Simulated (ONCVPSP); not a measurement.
**How hard is this antimony (Sb) ONCV potential?**

- Element: Sb (Z = 51)
- Generator: ONCVPSP 4.0.1
- Type: optimised norm-conserving Vanderbilt (ONCV)
- Functional: PBE
- Relativity: fully relativistic
- Frozen core: [Kr] 4d10
- Valence charge: 5
- Reference configuration: 5s2 5p2 (charge +1)
- Partial waves: 5s: rc 2.05 bohr, ncon 4, nbas 7, qcut 3.5 1/bohr, 2 projectors, debl 1 Ha; 5p: rc 1.80 bohr, ncon 4, nbas 8, qcut 4.6 1/bohr, 2 projectors, debl 3.8 Ha; d scattering state at 0.08 Ha: rc 2.10 bohr, ncon 4, nbas 7, qcut 5.3 1/bohr, 2 projectors, debl 1.6 Ha
- Local potential: polynomial inside 1.35 bohr (lpopt 5, dvloc0 0 Ha)
- Core correction: none

Open shells are filled in proportion to 2j + 1.

Q: For each optimised wave give the share of its norm inside rc, the residual kinetic energy above qcut (Ha) and the cutoffs (Ha) for errors of 10, 1, 0.1 and 0.01 mHa per electron.

A:

```json
{"wave": "5s", "norm inside rc": "0.484", "residual KE": "2.4e-03", "10 mHa": "4.8", "1 mHa": "10.2", "0.1 mHa": "25.1", "0.01 mHa": "30.2"}
{"wave": "s projector 2", "norm inside rc": "0.162", "residual KE": "2.6e-03", "10 mHa": "4.9", "1 mHa": "7.6", "0.1 mHa": "23.0", "0.01 mHa": "40.7"}
{"wave": "5p j=3/2", "norm inside rc": "0.160", "residual KE": "9.0e-04", "10 mHa": "1.9", "1 mHa": "8.7", "0.1 mHa": "57.7", "0.01 mHa": "71.0"}
{"wave": "p projector 2 j=3/2", "norm inside rc": "0.100", "residual KE": "5.7e-02", "10 mHa": "54.2", "1 mHa": "82.3", "0.1 mHa": "105.3", "0.01 mHa": "148.1"}
{"wave": "5p j=1/2", "norm inside rc": "0.187", "residual KE": "3.4e-04", "10 mHa": "3.2", "1 mHa": "7.0", "0.1 mHa": "51.5", "0.01 mHa": "65.4"}
{"wave": "p projector 2 j=1/2", "norm inside rc": "0.102", "residual KE": "2.6e-02", "10 mHa": "31.6", "1 mHa": "79.6", "0.1 mHa": "90.9", "0.01 mHa": "135.7"}
{"wave": "d projector 1 j=5/2", "norm inside rc": "0.133", "residual KE": "1.9e-03", "10 mHa": "10.8", "1 mHa": "20.6", "0.1 mHa": "38.7", "0.01 mHa": "54.6"}
{"wave": "d projector 2 j=5/2", "norm inside rc": "0.235", "residual KE": "2.4e-02", "10 mHa": "17.8", "1 mHa": "49.4", "0.1 mHa": "58.0", "0.01 mHa": "86.2"}
{"wave": "d projector 1 j=3/2", "norm inside rc": "0.137", "residual KE": "1.7e-03", "10 mHa": "10.6", "1 mHa": "19.1", "0.1 mHa": "38.4", "0.01 mHa": "53.9"}
{"wave": "d projector 2 j=3/2", "norm inside rc": "0.239", "residual KE": "2.5e-02", "10 mHa": "18.0", "1 mHa": "49.5", "0.1 mHa": "58.1", "0.01 mHa": "86.2"}
```

The occupied waves need 10 Ha and 58 Ha for 1 and 0.1 mHa. The cutoffs count occupied waves only; projector 2 of the p channel, the hardest unoccupied one, needs 80 Ha at the loose tolerance. Note: ghosts flagged at negative energy: s at -67.8 eV, d5/2 at -30.3 eV, d3/2 at -30.2 eV (a further GHOST(-) flag falls on a real empty level of the atom); GHOST(+) flagged for p3/2 at 91.8 eV, p1/2 at 98.6 eV. A true bound ghost makes a file unfit for plane-wave use.
